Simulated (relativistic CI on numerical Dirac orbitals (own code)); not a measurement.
# Line list: Electric-dipole lines, Tl XXVIII

These numbers are calculated, not measured: Dirac-Coulomb-Breit CI, KLI orbitals optimised for each configuration, model QED, unscaled Slater integrals (own radial code, finite nucleus).

Configuration list (outside the closed core [Ar] 3d10): 4s2 4p6 4d10 4f8, 4s2 4p6 4d10 4f7 5s, 4s2 4p6 4d9 4f9, 4s2 4p6 4d10 4f6 5s2, 4s2 4p6 4d10 4f7 5p, 4s2 4p5 4d10 4f9, 4s 4p6 4d10 4f9, 4s2 4p6 4d10 4f7 6s, 4s2 4p6 4d10 4f7 7s, 4p6 4d10 4f10, 4s 4p6 4d10 4f7 5s2, 4s 4p6 4d10 4f8 5s. Levels of other configurations are missing.

| λ vac (nm) | Lower | Upper | A (s⁻¹) | E lower (cm⁻¹) | E upper (cm⁻¹) |
| --- | --- | --- | --- | --- | --- |
| 9.2680 | 4s2 4p6 4d10 4f8 7F_4 [2] | 4s2 4p6 4d10 4f7 5s 3H°_5 [388] | 4.09e+05 | 16169 | 1095145 |
| 9.3159 | 4s2 4p6 4d10 4f8 7F_5 [3] | 4s2 4p6 4d10 4f7 5s 7G°_6 [386] | 6.41e+05 | 20818 | 1094251 |
| 9.3288 | 4s2 4p6 4d10 4f8 7F_6 [1] | 4s2 4p6 4d10 4f7 5s 5L°_7 [353] | 3.20e+05 | 0 | 1071949 |
| 9.4202 | 4s2 4p6 4d10 4f8 7F_4 [2] | 4s2 4p6 4d10 4f7 5s 7G°_5 [360] | 4.50e+05 | 16169 | 1077719 |
| 9.4575 | 4s2 4p6 4d10 4f8 7F_5 [3] | 4s2 4p6 4d10 4f7 5s 5G°_6 [361] | 3.66e+05 | 20818 | 1078177 |
| 9.4778 | 4s2 4p6 4d10 4f8 7F_4 [2] | 4s2 4p6 4d10 4f7 5s 7G°_4 [351] | 6.62e+05 | 16169 | 1071267 |
| 9.4780 | 4s2 4p6 4d10 4f8 7F_6 [1] | 4s2 4p6 4d10 4f7 5s 7G°_7 [332] | 1.55e+06 | 0 | 1055076 |
| 9.5226 | 4s2 4p6 4d10 4f8 7F_3 [4] | 4s2 4p6 4d10 4f7 5s 5G°_4 [363] | 7.67e+05 | 31237 | 1081372 |
| 9.5784 | 4s2 4p6 4d10 4f8 7F_6 [1] | 4s2 4p6 4d10 4f7 5s 7G°_5 [325] | 7.35e+05 | 0 | 1044021 |
| 9.5818 | 4s2 4p6 4d10 4f8 7F_4 [2] | 4s2 4p6 4d10 4f7 5s 5G°_5 [337] | 4.60e+05 | 16169 | 1059811 |
| 9.6438 | 4s2 4p6 4d10 4f8 7F_1 [6] | 4s2 4p6 4d10 4f7 5s 7G°_2 [359] | 1.22e+06 | 39909 | 1076846 |
| 9.7314 | 4s2 4p6 4d10 4f8 3H_6 [8] | 4s2 4p6 4d10 4f7 5s 3L°_7 [367] | 1.05e+06 | 55165 | 1082769 |
| 9.7732 | 4s2 4p6 4d10 4f8 7F_5 [3] | 4s2 4p6 4d10 4f7 5s 7G°_5 [325] | 1.21e+06 | 20818 | 1044021 |
| 9.7898 | 4s2 4p6 4d10 4f8 7F_5 [3] | 4s2 4p6 4d10 4f7 5s 7G°_6 [323] | 6.25e+05 | 20818 | 1042292 |
| 9.7918 | 4s2 4p6 4d10 4f8 7F_4 [2] | 4s2 4p6 4d10 4f7 5s 5D°_4 [318] | 9.46e+05 | 16169 | 1037434 |
| 9.8073 | 4s2 4p6 4d10 4f8 5H_7 [12] | 4s2 4p6 4d10 4f7 5s 7G°_6 [386] | 6.89e+05 | 74602 | 1094251 |
| 9.8467 | 4s2 4p6 4d10 4f8 7F_6 [1] | 4s2 4p6 4d10 4f7 5s 7D°_5 [309] | 2.32e+06 | 0 | 1015571 |
| 9.9039 | 4s2 4p6 4d10 4f8 3H_6 [8] | 4s2 4p6 4d10 4f7 5s 5I°_5 [341] | 6.96e+05 | 55165 | 1064873 |
| 9.9202 | 4s2 4p6 4d10 4f8 7F_3 [4] | 4s2 4p6 4d10 4f7 5s 7G°_3 [320] | 1.84e+06 | 31237 | 1039277 |
| 9.9286 | 4s2 4p6 4d10 4f8 7F_2 [5] | 4s2 4p6 4d10 4f7 5s 7D°_2 [321] | 1.25e+06 | 32103 | 1039293 |
| 9.9499 | 4s2 4p6 4d10 4f8 7F_5 [3] | 4s2 4p6 4d10 4f7 5s 5D°_4 [313] | 9.89e+05 | 20818 | 1025859 |
| 9.9656 | 4s2 4p6 4d10 4f8 7F_6 [1] | 4s2 4p6 4d10 4f7 5s 7I°_5 [303] | 6.90e+05 | 0 | 1003452 |
| 10.030 | 4s2 4p6 4d10 4f8 7F_5 [3] | 4s2 4p6 4d10 4f7 5s 5I°_4 [311] | 5.86e+05 | 20818 | 1017837 |
| 10.048 | 4s2 4p6 4d10 4f8 5H_5 [13] | 4s2 4p6 4d10 4f7 5s 7H°_6 [355] | 9.84e+05 | 78042 | 1073237 |
| 10.096 | 4s2 4p6 4d10 4f8 5L_8 [15] | 4s2 4p6 4d10 4f7 5s 5L°_7 [353] | 6.17e+05 | 81472 | 1071949 |
| 10.258 | 4s2 4p6 4d10 4f8 7F_4 [9] | 4s2 4p6 4d10 4f7 5s 7D°_3 [316] | 1.39e+06 | 60078 | 1034936 |
| 10.286 | 4s2 4p6 4d10 4f8 5F_5 [20] | 4s2 4p6 4d10 4f7 5s 5G°_5 [347] | 2.17e+06 | 95426 | 1067592 |
| 10.314 | 4s2 4p6 4d10 4f8 7F_4 [2] | 4s2 4p6 4d10 4f7 5s 7I°_3 [299] | 1.03e+06 | 16169 | 985692 |
| 10.324 | 4s2 4p6 4d10 4f8 3I_7 [27] | 4s2 4p6 4d10 4f7 5s 7H°_6 [355] | 1.27e+06 | 104589 | 1073237 |
| 10.324 | 4s2 4p6 4d10 4f8 7F_3 [4] | 4s2 4p6 4d10 4f7 5s 7P°_2 [301] | 1.28e+06 | 31237 | 999877 |
| 10.325 | 4s2 4p6 4d10 4f8 5G_6 [35] | 4s2 4p6 4d10 4f7 5s 5H°_6 [370] | 1.82e+06 | 115769 | 1084270 |
| 10.445 | 4s2 4p6 4d10 4f8 7F_5 [3] | 4s2 4p6 4d10 4f7 5s 5D°_4 [298] | 1.35e+06 | 20818 | 978206 |
| 10.445 | 4s2 4p6 4d10 4f8 5H_5 [13] | 4s2 4p6 4d10 4f7 5s 5I°_6 [317] | 8.96e+05 | 78042 | 1035404 |
| 10.461 | 4s2 4p6 4d10 4f8 5H_7 [12] | 4s2 4p6 4d10 4f7 5s 5I°_8 [314] | 5.89e+05 | 74602 | 1030566 |
| 10.474 | 4s2 4p6 4d10 4f8 3O_11 [48] | 4s2 4p6 4d10 4f7 5s 3N°_11 [369] | 9.92e+05 | 128530 | 1083252 |
| 10.483 | 4s2 4p6 4d10 4f8 3M_10 [61] | 4s2 4p6 4d10 4f7 5s 3N°_10 [394] | 1.41e+06 | 143140 | 1097108 |
| 10.523 | 4s2 4p6 4d10 4f8 7F_4 [9] | 4s2 4p6 4d10 4f7 5s 7I°_3 [305] | 9.86e+05 | 60078 | 1010400 |
| 10.550 | 4s2 4p6 4d10 4f8 5L_9 [16] | 4s2 4p6 4d10 4f7 5s 5I°_8 [314] | 5.37e+05 | 82658 | 1030566 |
| 10.593 | 4s2 4p6 4d10 4f8 5G_6 [35] | 4s2 4p6 4d10 4f7 5s 5G°_5 [337] | 2.94e+06 | 115769 | 1059811 |
| 10.616 | 4s2 4p6 4d10 4f8 5F_5 [20] | 4s2 4p6 4d10 4f7 5s 5D°_4 [318] | 2.67e+06 | 95426 | 1037434 |
| 10.783 | 4s2 4p6 4d10 4f8 7F_4 [2] | 4s2 4p6 4d10 4f7 5s 7S°_3 [297] | 7.04e+05 | 16169 | 943587 |
| 10.854 | 4s2 4p6 4d10 4f8 5K_8 [38] | 4s2 4p6 4d10 4f7 5s 5I°_7 [319] | 1.98e+06 | 117794 | 1039114 |
| 10.925 | 4s2 4p6 4d10 4f8 5D_3 [24] | 4s2 4p6 4d10 4f7 5s 5P°_2 [310] | 3.43e+06 | 101819 | 1017164 |
| 10.925 | 4s2 4p6 4d10 4f8 5K_9 [34] | 4s2 4p6 4d10 4f7 5s 5I°_8 [314] | 1.92e+06 | 115261 | 1030566 |
| 10.980 | 4s2 4p6 4d10 4f8 3N_11 [94] | 4s2 4p6 4d10 4f7 5s 3N°_11 [369] | 1.58e+06 | 172514 | 1083252 |

Terms are leading LS components. Brackets give the number of a level in order of energy, since labels repeat. The list gives strong lines, with weight on those to low levels, without lines whose two gauges differ by over a factor of 2.5, among the lowest 400 of 9835 levels, so that lines to higher ones, which can be the strongest, are missing. Levels whose partners in the same complex of configurations lie outside the list can be far off, and so can their lines. Rates are taken at the computed energies, electric ones in the length gauge.

At this charge energies of transitions that change n are usually good to better than 1 %, and those within a shell (Δn = 0) to a few per cent. Terms inside the open d or f shell come out 10 to 20 % too wide with unscaled integrals.

LS names give the leading component of a level, which can be under half, so a name can repeat, a term be missing and a line seem to break the LS rules.
